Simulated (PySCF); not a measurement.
## `C=C/C=C/[SiH3]`, C$_{4}$H$_{8}$Si

Cartesian coordinates in Å; atom numbers follow the order of the lines, from 1:
```xyz
13

C    -2.2773    0.1236   -1.6399
C    -1.6321    0.2165   -0.4685
C    -0.1965    0.0445   -0.3161
C     0.4651    0.1322    0.8551
Si    2.3071   -0.0949    1.0251
H    -1.7384   -0.0925   -2.5678
H    -3.3589    0.2596   -1.7112
H    -2.1983    0.4340    0.4450
H     0.3593   -0.1714   -1.2389
H    -0.1264    0.3489    1.7557
H     2.8934   -0.3704   -0.3223
H     2.9501    1.1290    1.5987
H     2.6274   -1.2350    1.9406
```

The calculation used quadratic response LC-wPBE/def2-SVPD first hyperpolarisability, Taylor convention, gas phase (PySCF). Geometry: PBE0-D3(BJ)/def2-SVP.

Q: Give the tensor of the static β(0;0,0) in the axes of these coordinates.

A: In au, Taylor convention; rows are the first index (the induced dipole):
|  | xx | yy | zz | xy | xz | yz |
| --- | --- | --- | --- | --- | --- | --- |
| x | -138.6 | -17.2 | -18.9 | +8.2 | -39.2 | +3.7 |
| y | +8.2 | +2.8 | +4.6 | -17.2 | +3.7 | -9.3 |
| z | -39.2 | -9.3 | -4.0 | +3.7 | -18.9 | +4.6 |

Norm of βᵢ = ⅓ Σⱼ (βᵢⱼⱼ + βⱼᵢⱼ + βⱼⱼᵢ): 183.1 au, hyper-Rayleigh value 71.2 au.
